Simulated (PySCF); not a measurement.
SMILES c1coc([SiH2]c2ccsc2)c1 (C8H8OSSi), singlet at its GFN2-xTB optimised geometry (Å):

```
19

C     -0.2924    -4.1523    -3.0705
C      0.4965    -5.0236    -2.3829
O      1.0751    -4.4175    -1.3385
C      0.6641    -3.1254    -1.3315
Si     1.3259    -2.0090     0.0199
C      0.2689    -0.4569     0.0000
C     -1.1544    -0.4569     0.0000
C     -1.6923     0.7847    -0.0043
S     -0.4826     2.0090    -0.0058
C      0.7528     0.8141     0.0000
C     -0.1832    -2.9207    -2.3889
H     -0.8740    -4.3615    -3.9450
H      0.7156    -6.0627    -2.5344
H      1.2039    -2.6954     1.3124
H      2.7262    -1.6529    -0.2383
H     -1.7400    -1.3586     0.0018
H     -2.7262     1.0688    -0.0067
H      1.7778     1.1266     0.0011
H     -0.6657    -1.9980    -2.6414
```

Level of theory: B3LYP/def2-SVP (PySCF).

Map of the electrostatic potential (hartree/e), clipped to [-0.08, 0.12] on the plane z = 0.8 Å:

```
|............ ..............|
|..........    .............|
|..........    .............|
|..........    .............|
|...........................|
|.......:::-=+=-:::.........|
|....::::-+@@@@#=::::.......|
|...::::-=%@@@@@+-:::::.....|
|..:::---+@@@@@@*=---::.....|
|..::-==+%@@@@@@@#++=-::....|
|..::-+*%@@@@@@@@@#*=-::....|
|..::-=+@@@@@%@@@@#+=::.....|
|..:::--#@@@##%@@@+-:::.....|
|....:::-*@@@%@@@+--::......|
|.......:*@@@@@@@*==-:......|
|.......:+@@@@@@@@@#=:......|
|......:-+#%#+%@@@@@#-...  .|
|......:-++=-=*@@@@@@=:.    |
|......:-----=#@@@@@@+:.    |
|.......:::::-*@@@@@@=:.    |
|...........::=@@@@@%-..    |
|.............:=@@@%=:..    |
|..............:-==-:...    |
|.........      .......     |
|.......                    |
|......                     |
|......                     |
```
Scale: ten equal steps from -0.016 (start of ' ') to 0.120 (end of '@'), in the order ' .:-=+*#%@'; x runs from -5.00 to 5.00, y from -5.00 (bottom) to 5.00 (top).
